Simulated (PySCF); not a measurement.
FGaH4N2. Atoms are numbered in the order given.

```xyz
8

Ga     0.0000     0.0000    -0.0134
F      0.0000     0.0000     1.7439
N     -1.6205    -0.0497    -0.8008
H     -1.7616     0.1705    -1.7781
H     -2.4593     0.1070    -0.2560
N      1.6205     0.0497    -0.8008
H      1.7616    -0.1705    -1.7781
H      2.4593    -0.1070    -0.2560
```

Geometry optimised at PBE0-D3(BJ)/def2-SVP. The structure was generated by enumeration; whether it is a known compound was not checked. One conformer was computed; it need not be the lowest.

Calculation: PBE/pcSseg-1 in PySCF.

GIAO shieldings, no solvent; atoms listed in one row are averaged. δ = σ(ref) − σ: ¹⁹F against CFCl3 (σ = 133.6 ppm); ¹⁵N against NH3 (σ = 267.0 ppm); ¹H against TMS (σ = 31.49 ppm), references at their B3LYP-D3(BJ)/def2-TZVP geometries, non-relativistic.

Estimate the chemical shifts. (The exact figures need the calculation; the answer reports its results.)


```json
[
 {"nucleus": "¹⁹F", "atoms": "F2", "count": "1", "δ (ppm)": "-217.8"},
 {"nucleus": "¹⁵N", "atoms": "N3, N6", "count": "2", "δ (ppm)": "17.3"},
 {"nucleus": "¹H", "atoms": "H8, H5", "count": "2", "δ (ppm)": "0.95"},
 {"nucleus": "¹H", "atoms": "H7, H4", "count": "2", "δ (ppm)": "0.83"}
]
```
